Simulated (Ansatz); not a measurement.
Molecular dynamics of H

input.yaml

```yaml
crystal:
  lattice:
    - [7.113787, 0.0, 0.0]
    - [0.0, 7.113787, 0.0]
    - [0.0, 0.0, 7.113787]
  atoms:
    - { symbol: H, position: [0.35879993, -0.00691438, 0.91787556] }
    - { symbol: H, position: [0.37064683, 0.07894803, 0.86662847] }
    - { symbol: H, position: [0.48294166, 0.83435174, 0.18801488] }
    - { symbol: H, position: [0.40308532, 0.76664566, 0.18475657] }
    - { symbol: H, position: [0.9387807, 0.42995556, 0.10843604] }
    - { symbol: H, position: [0.83291144, 0.41858514, 0.11762698] }
    - { symbol: H, position: [0.69396402, 0.08829174, 0.19918911] }
    - { symbol: H, position: [0.72132383, 0.08622102, 0.10043511] }
    - { symbol: H, position: [0.31853772, 0.68851395, 0.54109239] }
    - { symbol: H, position: [0.3298381, 0.73133163, 0.63780046] }
    - { symbol: H, position: [0.76482084, 0.36277152, 0.44902507] }
    - { symbol: H, position: [0.76881014, 0.42742474, 0.5323674] }
    - { symbol: H, position: [0.12145678, 0.04950235, 0.46539296] }
    - { symbol: H, position: [0.20213955, 0.08673026, 0.40658885] }
    - { symbol: H, position: [0.37689358, 0.28902152, 0.56546036] }
    - { symbol: H, position: [0.45395594, 0.24673602, 0.61964478] }
    - { symbol: H, position: [0.66782923, 0.7489923, 0.7350818] }
    - { symbol: H, position: [0.62852318, 0.76112685, 0.63887342] }
    - { symbol: H, position: [0.06391719, 0.62795967, 0.42245062] }
    - { symbol: H, position: [0.01505637, 0.56209903, 0.35374416] }
    - { symbol: H, position: [0.68792619, 0.0431985, 0.69531945] }
    - { symbol: H, position: [0.76352281, 0.11560845, 0.71617175] }
    - { symbol: H, position: [0.96627971, 0.54334044, 0.83222032] }
    - { symbol: H, position: [1.00130713, 0.5651745, 0.73918936] }
basis:
  ecutwfc: 500.0
kpoints:
  mp_grid: { grid: [1, 1, 1] }
hamiltonian:
  xc: r2scan
scf:
  occupations: { method: fermi_dirac, width: 0.05 }
  lower_state_search: "off"
md:
  timestep: 0.5
  n_steps: 40
  ensemble: nvt_langevin
  temperature: 250.0
  initial_velocities: maxwell_boltzmann
  seed: 905725
  friction: 0.02
```

Run as:

```bash
$ ansatz run input.yaml --threads 1 --pin off --max-ram 3072MiB --backend cpu --events-out ev --progress --plain --runs-dir out
```

It goes on from the last frame of an earlier run, with new velocities.

Output, in part (one step line in 2):

```
md step     0: t =     0.00 fs  T =   239.6 K  F+E_penalty+E_count = -382.06603641 eV  E_kin = 0.743245 eV  (6 SCF iters)
md step     2: t =     1.00 fs  T =   228.9 K  F+E_penalty+E_count = -382.04105474 eV  E_kin = 0.709958 eV  (5 SCF iters)
md step     4: t =     2.00 fs  T =   216.7 K  F+E_penalty+E_count = -382.01247918 eV  E_kin = 0.672207 eV  (5 SCF iters)
md step     6: t =     3.00 fs  T =   222.7 K  F+E_penalty+E_count = -382.03482408 eV  E_kin = 0.690930 eV  (4 SCF iters)
md step     8: t =     4.00 fs  T =   228.5 K  F+E_penalty+E_count = -382.03639822 eV  E_kin = 0.708790 eV  (4 SCF iters)
md step    10: t =     5.00 fs  T =   210.1 K  F+E_penalty+E_count = -381.97781894 eV  E_kin = 0.651717 eV  (6 SCF iters)
md step    12: t =     6.00 fs  T =   205.0 K  F+E_penalty+E_count = -381.96658702 eV  E_kin = 0.635963 eV  (4 SCF iters)
md step    14: t =     7.00 fs  T =   213.1 K  F+E_penalty+E_count = -382.01899044 eV  E_kin = 0.661029 eV  (4 SCF iters)
md step    16: t =     8.00 fs  T =   198.6 K  F+E_penalty+E_count = -381.99679430 eV  E_kin = 0.616214 eV  (4 SCF iters)
md step    18: t =     9.00 fs  T =   177.6 K  F+E_penalty+E_count = -381.93579459 eV  E_kin = 0.550859 eV  (5 SCF iters)
md step    20: t =    10.00 fs  T =   174.1 K  F+E_penalty+E_count = -381.95550872 eV  E_kin = 0.540202 eV  (6 SCF iters)
md step    22: t =    11.00 fs  T =   192.9 K  F+E_penalty+E_count = -382.00853100 eV  E_kin = 0.598324 eV  (4 SCF iters)
md step    24: t =    12.00 fs  T =   196.8 K  F+E_penalty+E_count = -381.95692771 eV  E_kin = 0.610396 eV  (4 SCF iters)
md step    26: t =    13.00 fs  T =   185.6 K  F+E_penalty+E_count = -381.89719040 eV  E_kin = 0.575899 eV  (5 SCF iters)
md step    28: t =    14.00 fs  T =   212.0 K  F+E_penalty+E_count = -381.97529639 eV  E_kin = 0.657536 eV  (4 SCF iters)
md step    30: t =    15.00 fs  T =   217.8 K  F+E_penalty+E_count = -381.99396769 eV  E_kin = 0.675598 eV  (5 SCF iters)
md step    32: t =    16.00 fs  T =   203.7 K  F+E_penalty+E_count = -381.90652706 eV  E_kin = 0.631953 eV  (5 SCF iters)
md step    34: t =    17.00 fs  T =   211.6 K  F+E_penalty+E_count = -381.89848868 eV  E_kin = 0.656447 eV  (4 SCF iters)
md step    36: t =    18.00 fs  T =   239.3 K  F+E_penalty+E_count = -381.98450899 eV  E_kin = 0.742274 eV  (4 SCF iters)
md step    38: t =    19.00 fs  T =   226.1 K  F+E_penalty+E_count = -382.00353943 eV  E_kin = 0.701455 eV  (4 SCF iters)
md step    40: t =    20.00 fs  T =   183.2 K  F+E_penalty+E_count = -381.92882026 eV  E_kin = 0.568335 eV  (5 SCF iters)
```

All steps were run. The mean temperature of the second half is 18 % below the set value. A run of 0.02 ps of so small a system gives no equilibrium averages. Limits of this set-up: coarse k mesh.

Mean squared displacements from the first frame to the last, about the centre of mass: H 0.14 Å².

Last frame:

```xyz
24
Lattice="7.1138 0.0000 0.0000 0.0000 7.1138 0.0000 0.0000 0.0000 7.1138" Properties=species:S:1:pos:R:3
H 2.535 0.030 6.042
H 2.771 0.732 6.179
H 3.110 5.915 1.229
H 2.977 5.209 1.148
H 6.527 2.968 0.808
H 5.865 2.907 1.033
H 4.986 1.026 1.136
H 5.300 0.516 0.754
H 2.265 4.600 3.896
H 2.126 4.832 4.595
H 5.406 2.781 3.095
H 5.667 3.147 3.627
H 0.630 0.235 3.422
H 1.012 0.860 3.517
H 2.761 1.997 3.787
H 3.189 1.509 4.154
H 4.485 5.150 5.342
H 4.232 4.864 4.690
H 0.731 4.402 2.807
H 0.535 3.704 2.622
H 5.033 0.484 5.215
H 5.625 0.836 4.951
H 6.802 4.281 5.799
H 7.244 3.914 5.335
```

Time of the run: 8.8 min on 1 thread of Arm Neoverse V2 (shared host), peak memory 0.39 GiB.
